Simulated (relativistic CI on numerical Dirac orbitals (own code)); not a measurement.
Ir6+: 5d valence photoemission

Computed with this model: Dirac-Coulomb-Breit CI, orbitals from a KLI potential per configuration, a model potential for QED, valence Slater integrals scaled by 0.8, multiplet model of photoemission in the sudden approximation; configurations [Xe] 4f14 5d3 → [Xe] 4f14 5d2; 80 K; Lorentzian 0.42 eV and Gaussian 0.5 eV FWHM. Energies are those of the free ion, without screening or charge transfer. The energies are binding energies and can lie tens of eV above those of solids. S is read from ⟨S²⟩ = S(S + 1).

Field parameters in Wybourne normalisation: Oh B⁴₀ = 21Dq, B⁴₄ = √(5/14) B⁴₀. The field is a parameter set, without covalency.

free ion: ground-state S = 1.35, centroid 88.64 eV. Peaks (eV, height): 88.1 (100), 90.1 (25).

Oh, 10Dq = 10000 cm⁻¹: ground-state S = 1.37, centroid 88.87 eV. Peaks (eV, height): 88.3 (100), 89.9 (34).

Oh, 10Dq = 27550 cm⁻¹: ground-state S = 1.42, centroid 89.68 eV. Peaks (eV, height): 89.2 (100), 90.4 (54).

Strongest unbroadened transitions for Oh, 10Dq = 27550 cm⁻¹:

```tsv
Energy (eV)	Relative strength
89.09	68.2
89.21	100.0
90.35	55.2
90.52	29.7
91.34	1.2
91.55	1.3
92.94	0.0
93.23	0.7
93.42	0.4
93.51	0.2
94.31	1.6
94.39	0.4
94.40	0.4
95.11	0.3
95.52	0.4
```
